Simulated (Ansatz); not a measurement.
CH$_{6}$FGeNO (`[CH3][Ge]([NH2])([OH])[F]`) at its PBE0-D4/def2-TZVP geometry, where that method's forces vanish. Total charge 0; spin multiplicity 1.

| atom | x (Å) | y (Å) | z (Å) |
| --- | --- | --- | --- |
| C1 | 0.718 | 0.549 | 1.288 |
| Ge2 | -0.409 | -0.015 | -0.170 |
| N3 | 0.397 | 0.045 | -1.780 |
| O4 | -1.157 | -1.606 | 0.023 |
| F5 | -1.792 | 1.050 | -0.186 |
| H6 | 1.155 | 1.523 | 1.064 |
| H7 | 1.515 | -0.176 | 1.451 |
| H8 | 0.121 | 0.632 | 2.196 |
| H9 | 1.396 | 0.175 | -1.798 |
| H10 | 0.106 | -0.641 | -2.459 |
| H11 | -2.051 | -1.536 | 0.369 |

For each bond, give half the difference of the two atoms' forces along it (eV/Å; positive pushes the atoms apart) under PBE-D4, r2SCAN-D4, B3LYP-D4, ωB97M-V in def2-TZVPP. (Estimate.)

Ansatz gave: 
```
  bond  length (Å)  PBE-D4  r2SCAN-D4  B3LYP-D4  ωB97M-V
C1–Ge2       1.927   -0.12      -0.02      0.05    -0.05
 C1–H6       1.091    0.08      -0.02     -0.07    -0.04
 C1–H7       1.090    0.08      -0.02     -0.07    -0.05
 C1–H8       1.090    0.09      -0.01     -0.08    -0.05
Ge2–N3       1.802    0.07       0.03      0.10     0.01
Ge2–O4       1.769    0.32       0.05      0.17     0.06
Ge2–F5       1.746    0.49       0.03      0.22     0.07
 N3–H9       1.007    0.18       0.03     -0.04    -0.01
N3–H10       1.008    0.18       0.02     -0.05    -0.03
O4–H11       0.961    0.36       0.04     -0.03    -0.05
```

B3LYP here is the variant with VWN-RPA as its local correlation; programs differ in this.
